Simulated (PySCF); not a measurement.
CF₃, doublet, geometry from GFN2-xTB; CAMB3LYP/3-21G (PySCF).

The PySCF input:
```python
from pyscf import gto, scf, dft

mol = gto.Mole()
mol.atom = '''
    F    -0.619701    1.103304   -0.056819
    C    -0.009064   -0.008432    0.308886
    F    -0.640509   -1.086531   -0.117207
    F     1.266253   -0.011152   -0.031899
'''
mol.basis = '3-21g'
mol.charge = 0
mol.spin = 1
mol.verbose = 4
mol.build()

mf = dft.UKS(mol)
mf.xc = 'camb3lyp'
mf.diis = False
mf.max_cycle = 100
mf.kernel()
mf.analyze()
```

What the program printed (banner, timings and long lists left out):

```
PySCF version 2.14.0

[INPUT] verbose = 4
[INPUT] num. atoms = 4
[INPUT] num. electrons = 33
[INPUT] charge = 0
[INPUT] spin (= nelec alpha-beta = 2S) = 1
[INPUT] symmetry False subgroup None
[INPUT] Mole.unit = angstrom
[INPUT] Symbol           X                Y                Z      unit          X                Y                Z       unit  Magmom
[...]
nuclear repulsion = 123.637596379706
number of shells = 20
number of NR pGTOs = 60
number of NR cGTOs = 36
basis = 3-21g
ecp = {}

******** <class 'pyscf.dft.uks.UKS'> ********
method = UKS
initial guess = minao
damping factor = 0
level_shift factor = 0
DIIS disabled
SCF conv_tol = 1e-09
SCF conv_tol_grad = None
SCF max_cycles = 100
direct_scf = True
direct_scf_tol = 1e-13
number electrons alpha = 17  beta = 16
XC library pyscf.dft.libxc version 7.1.2
    S. Lehtola, C. Steigemann, M. J. T. Oliveira, and M. A. L. Marques,  SoftwareX 7, 1–5 (2018)
XC functionals = camb3lyp
    T. Yanai, D. P. Tew, and N. C. Handy,  Chem. Phys. Lett. 393, 51 (2004)
radial grids:
    Treutler-Ahlrichs [JCP 102, 346 (1995); DOI:10.1063/1.469408] (M4) radial grids

becke partition: Becke, JCP 88, 2547 (1988); DOI:10.1063/1.454033
pruning grids: <function nwchem_prune>
grids dens level: 3
symmetrized grids: False
atomic radii adjust function: <function treutler_atomic_radii_adjust>
small_rho_cutoff = 0
Set gradient conv threshold to 3.16228e-05
tot grids = 56904
init E= -336.031286647889

cycle= 1 E= -335.483959214183  delta_E= 0.547  |g|= 0.586  |ddm|= 1.55
cycle= 2 E= -335.456837567764  delta_E= 0.0271  |g|= 0.731  |ddm|= 0.775
cycle= 3 E= -335.436649281481  delta_E= 0.0202  |g|= 0.794  |ddm|= 0.745
cycle= 4 E= -335.359318843063  delta_E= 0.0773  |g|= 0.949  |ddm|= 0.831
cycle= 5 E= -335.325753678237  delta_E= 0.0336  |g|= 1.02  |ddm|= 0.919
cycle= 6 E= -335.195172674631  delta_E= 0.131  |g|= 1.21  |ddm|= 1.04
cycle= 7 E= -335.154840495922  delta_E= 0.0403  |g|= 1.28  |ddm|= 1.16
cycle= 8 E= -334.932841609752  delta_E= 0.222  |g|= 1.53  |ddm|= 1.31
cycle= 9 E= -334.897652595558  delta_E= 0.0352  |g|= 1.58  |ddm|= 1.45
cycle= 10 E= -334.526712591633  delta_E= 0.371  |g|= 1.92  |ddm|= 1.63
cycle= 11 E= -334.527604815416  delta_E= -0.000892  |g|= 1.94  |ddm|= 1.79
cycle= 12 E= -333.934246816581  delta_E= 0.593  |g|= 2.36  |ddm|= 2.01
cycle= 13 E= -334.034146282342  delta_E= -0.0999  |g|= 2.33  |ddm|= 2.18
cycle= 14 E= -333.150743790913  delta_E= 0.883  |g|= 2.82  |ddm|= 2.42
cycle= 15 E= -333.445009258916  delta_E= -0.294  |g|= 2.72  |ddm|= 2.58
cycle= 16 E= -332.243853752741  delta_E=  1.2  |g|= 3.26  |ddm|= 2.82
cycle= 17 E= -332.829591195274  delta_E= -0.586  |g|= 3.07  |ddm|= 2.97
cycle= 18 E= -331.337669077331  delta_E= 1.49  |g|= 3.62  |ddm|= 3.19
cycle= 19 E= -332.266479528608  delta_E= -0.929  |g|= 3.36  |ddm|= 3.31
cycle= 20 E= -330.037267643554  delta_E= 2.23  |g|= 3.99  |ddm|= 3.65
cycle= 21 E= -331.316175174216  delta_E= -1.28  |g|= 3.73  |ddm|= 4.55
cycle= 22 E= -328.671580799795  delta_E= 2.64  |g|= 4.39  |ddm|= 4.76
cycle= 23 E= -330.155519872842  delta_E= -1.48  |g|= 4.05  |ddm|= 5.46
cycle= 24 E= -326.798683766172  delta_E= 3.36  |g|= 4.83  |ddm|= 5.84
cycle= 25 E= -329.293565595337  delta_E= -2.49  |g|= 4.38  |ddm|= 5.77
cycle= 26 E= -325.412323368181  delta_E= 3.88  |g|= 5.11  |ddm|= 6.04
cycle= 27 E= -328.69277528033  delta_E= -3.28  |g|=  4.6  |ddm|= 6.05
cycle= 28 E= -324.485448297657  delta_E= 4.21  |g|= 5.28  |ddm|= 6.23
cycle= 29 E= -328.302005117949  delta_E= -3.82  |g|= 4.73  |ddm|= 6.25
cycle= 30 E= -323.893148191475  delta_E= 4.41  |g|= 5.38  |ddm|= 6.36
cycle= 31 E= -328.058234218734  delta_E= -4.17  |g|= 4.82  |ddm|= 6.37
cycle= 32 E= -323.513009807781  delta_E= 4.55  |g|= 5.44  |ddm|= 6.45
cycle= 33 E= -327.905752805311  delta_E= -4.39  |g|= 4.87  |ddm|= 6.45
cycle= 34 E= -323.222736012462  delta_E= 4.68  |g|= 5.48  |ddm|= 6.51
cycle= 35 E= -327.795660106829  delta_E= -4.57  |g|=  4.9  |ddm|=  6.5
cycle= 36 E= -322.857654833726  delta_E= 4.94  |g|= 5.51  |ddm|= 6.59
cycle= 37 E= -327.67175960132  delta_E= -4.81  |g|= 4.93  |ddm|= 6.54
cycle= 38 E= -322.109017853724  delta_E= 5.56  |g|= 5.56  |ddm|= 6.75
cycle= 39 E= -327.440611959382  delta_E= -5.33  |g|= 4.97  |ddm|= 6.64
cycle= 40 E= -318.619537156416  delta_E= 8.82  |g|= 5.57  |ddm|= 6.91
cycle= 41 E= -324.527286152114  delta_E= -5.91  |g|= 5.47  |ddm|=  7.2
cycle= 42 E= -310.52454402493  delta_E=   14  |g|= 5.84  |ddm|= 8.71
cycle= 43 E= -289.087990622129  delta_E= 21.4  |g|= 7.35  |ddm|= 10.3
cycle= 44 E= -265.765088565151  delta_E= 23.3  |g|= 7.08  |ddm|= 10.8
cycle= 45 E= -274.688896575615  delta_E= -8.92  |g|= 6.61  |ddm|=   11
cycle= 46 E= -256.67467723324  delta_E=   18  |g|= 6.52  |ddm|= 12.4
cycle= 47 E= -273.81095760629  delta_E= -17.1  |g|= 6.76  |ddm|= 12.4
cycle= 48 E= -256.338385145753  delta_E= 17.5  |g|= 6.44  |ddm|= 12.3

cycle= 49 E= -273.883936837164  delta_E= -17.5  |g|= 6.78  |ddm|= 12.3
cycle= 50 E= -256.300984833132  delta_E= 17.6  |g|= 6.43  |ddm|= 12.3

cycle= 51 E= -273.933265215334  delta_E= -17.6  |g|= 6.78  |ddm|= 12.3
cycle= 52 E= -256.287751117526  delta_E= 17.6  |g|= 6.42  |ddm|= 12.2

cycle= 53 E= -273.957110114041  delta_E= -17.7  |g|= 6.78  |ddm|= 12.2
cycle= 54 E= -256.281881043584  delta_E= 17.7  |g|= 6.42  |ddm|= 12.2

cycle= 55 E= -273.968850139802  delta_E= -17.7  |g|= 6.78  |ddm|= 12.2
cycle= 56 E= -256.279053064213  delta_E= 17.7  |g|= 6.42  |ddm|= 12.2

cycle= 57 E= -273.974802693221  delta_E= -17.7  |g|= 6.78  |ddm|= 12.2
cycle= 58 E= -256.277630545551  delta_E= 17.7  |g|= 6.42  |ddm|= 12.2

cycle= 59 E= -273.977874561784  delta_E= -17.7  |g|= 6.78  |ddm|= 12.2
cycle= 60 E= -256.276898855896  delta_E= 17.7  |g|= 6.42  |ddm|= 12.2

cycle= 61 E= -273.979475352959  delta_E= -17.7  |g|= 6.78  |ddm|= 12.2
cycle= 62 E= -256.276518104924  delta_E= 17.7  |g|= 6.42  |ddm|= 12.2

cycle= 63 E= -273.980314017928  delta_E= -17.7  |g|= 6.78  |ddm|= 12.2
cycle= 64 E= -256.276318758596  delta_E= 17.7  |g|= 6.42  |ddm|= 12.2

cycle= 65 E= -273.980754668093  delta_E= -17.7  |g|= 6.78  |ddm|= 12.2
cycle= 66 E= -256.276214052263  delta_E= 17.7  |g|= 6.42  |ddm|= 12.2

cycle= 67 E= -273.980986549736  delta_E= -17.7  |g|= 6.78  |ddm|= 12.2
cycle= 68 E= -256.276158962118  delta_E= 17.7  |g|= 6.42  |ddm|= 12.2

cycle= 69 E= -273.98110867126  delta_E= -17.7  |g|= 6.78  |ddm|= 12.2
cycle= 70 E= -256.276129951112  delta_E= 17.7  |g|= 6.42  |ddm|= 12.2

cycle= 71 E= -273.981173014784  delta_E= -17.7  |g|= 6.78  |ddm|= 12.2
cycle= 72 E= -256.276114666439  delta_E= 17.7  |g|= 6.42  |ddm|= 12.2

cycle= 73 E= -273.981206923866  delta_E= -17.7  |g|= 6.78  |ddm|= 12.2
cycle= 74 E= -256.276106611594  delta_E= 17.7  |g|= 6.42  |ddm|= 12.2

cycle= 75 E= -273.981224796116  delta_E= -17.7  |g|= 6.78  |ddm|= 12.2
cycle= 76 E= -256.276102366228  delta_E= 17.7  |g|= 6.42  |ddm|= 12.2

cycle= 77 E= -273.981234216527  delta_E= -17.7  |g|= 6.78  |ddm|= 12.2
cycle= 78 E= -256.276100128523  delta_E= 17.7  |g|= 6.42  |ddm|= 12.2

cycle= 79 E= -273.981239182162  delta_E= -17.7  |g|= 6.78  |ddm|= 12.2
cycle= 80 E= -256.276098949  delta_E= 17.7  |g|= 6.42  |ddm|= 12.2

cycle= 81 E= -273.981241799668  delta_E= -17.7  |g|= 6.78  |ddm|= 12.2
cycle= 82 E= -256.276098327246  delta_E= 17.7  |g|= 6.42  |ddm|= 12.2

cycle= 83 E= -273.98124317943  delta_E= -17.7  |g|= 6.78  |ddm|= 12.2
cycle= 84 E= -256.276097999502  delta_E= 17.7  |g|= 6.42  |ddm|= 12.2

cycle= 85 E= -273.981243906746  delta_E= -17.7  |g|= 6.78  |ddm|= 12.2
cycle= 86 E= -256.276097826738  delta_E= 17.7  |g|= 6.42  |ddm|= 12.2

cycle= 87 E= -273.981244290138  delta_E= -17.7  |g|= 6.78  |ddm|= 12.2
cycle= 88 E= -256.276097735668  delta_E= 17.7  |g|= 6.42  |ddm|= 12.2

cycle= 89 E= -273.981244492237  delta_E= -17.7  |g|= 6.78  |ddm|= 12.2
cycle= 90 E= -256.276097687664  delta_E= 17.7  |g|= 6.42  |ddm|= 12.2

cycle= 91 E= -273.98124459877  delta_E= -17.7  |g|= 6.78  |ddm|= 12.2
cycle= 92 E= -256.276097662356  delta_E= 17.7  |g|= 6.42  |ddm|= 12.2

cycle= 93 E= -273.981244654927  delta_E= -17.7  |g|= 6.78  |ddm|= 12.2
cycle= 94 E= -256.276097649018  delta_E= 17.7  |g|= 6.42  |ddm|= 12.2

cycle= 95 E= -273.981244684529  delta_E= -17.7  |g|= 6.78  |ddm|= 12.2
cycle= 96 E= -256.276097641986  delta_E= 17.7  |g|= 6.42  |ddm|= 12.2

cycle= 97 E= -273.981244700134  delta_E= -17.7  |g|= 6.78  |ddm|= 12.2
cycle= 98 E= -256.27609763828  delta_E= 17.7  |g|= 6.42  |ddm|= 12.2

cycle= 99 E= -273.98124470836  delta_E= -17.7  |g|= 6.78  |ddm|= 12.2
cycle= 100 E= -256.276097636325  delta_E= 17.7  |g|= 6.42  |ddm|= 12.2
SCF not converged.
SCF energy = -256.276097636325 after 100 cycles  <S^2> = 0.75012498  2S+1 = 2.000125
**** SCF Summaries ****
Total Energy =                        -256.276097636324721
Nuclear Repulsion Energy =             123.637596379705755
One-electron Energy =                 -681.810502019332375
Two-electron Energy =                  301.896808003301885
Two-electron Coulomb Energy =          340.799835535643865
DFT Exchange-Correlation Energy =      -38.903027532342008
**** MO energy ****
                             alpha | beta                alpha | beta
[...]
To work with the spin densities directly, `use mulliken_meta_spin()` only printing them here.

 ** Mulliken spin pop alpha/beta on meta-lowdin orthogonal AOs **
 ** Mulliken Spin Density (per AO)  **
spin_pop of  0 F 1s        0.00001
spin_pop of  0 F 2s        0.00538
spin_pop of  0 F 3s        0.08481
spin_pop of  0 F 2px       0.00005
spin_pop of  0 F 2py       0.00102
spin_pop of  0 F 2pz       0.00116
spin_pop of  0 F 3px       0.00040
spin_pop of  0 F 3py       0.01478
spin_pop of  0 F 3pz       0.02378
spin_pop of  1 C 1s        0.00002
spin_pop of  1 C 2s        0.01370
spin_pop of  1 C 3s        0.11441
spin_pop of  1 C 2px       0.06166
spin_pop of  1 C 2py       0.06819
spin_pop of  1 C 2pz       0.02520
spin_pop of  1 C 3px       0.16203
spin_pop of  1 C 3py       0.01824
spin_pop of  1 C 3pz       0.38306
spin_pop of  2 F 1s       -0.00001
spin_pop of  2 F 2s        0.00036
spin_pop of  2 F 3s       -0.00002
spin_pop of  2 F 2px       0.01413
spin_pop of  2 F 2py       0.00105
spin_pop of  2 F 2pz       0.00094
spin_pop of  2 F 3px       0.00031
spin_pop of  2 F 3py       0.00010
spin_pop of  2 F 3pz      -0.00019
spin_pop of  3 F 1s       -0.00000
spin_pop of  3 F 2s        0.00124
spin_pop of  3 F 3s        0.00102
spin_pop of  3 F 2px       0.00090
spin_pop of  3 F 2py       0.00020
spin_pop of  3 F 2pz       0.00012
spin_pop of  3 F 3px       0.00074
spin_pop of  3 F 3py       0.00124
spin_pop of  3 F 3pz      -0.00002
 ** Mulliken Spin Density (per atom)  **
spin density of  0 F =      0.13138
spin density of  1 C =      0.84650
spin density of  2 F =      0.01667
spin density of  3 F =      0.00545
 ** Mulliken pop alpha/beta on meta-lowdin orthogonal AOs **
 ** Mulliken pop       alpha | beta **
[...]
In total            17.00000 | 16.00000
 ** Mulliken atomic charges   ( Nelec_alpha | Nelec_beta ) **
charge of  0F =     -7.98149  (     8.55644      8.42505 )
charge of  1C =     -5.70364  (     6.27507      5.42857 )
charge of  2F =      6.81864  (     1.09902      1.08234 )
charge of  3F =      6.86649  (     1.06948      1.06403 )
Dipole moment(X, Y, Z, Debye): 51.83457, -86.76321, -13.60668
```

The run did not converge; its last values are not results.
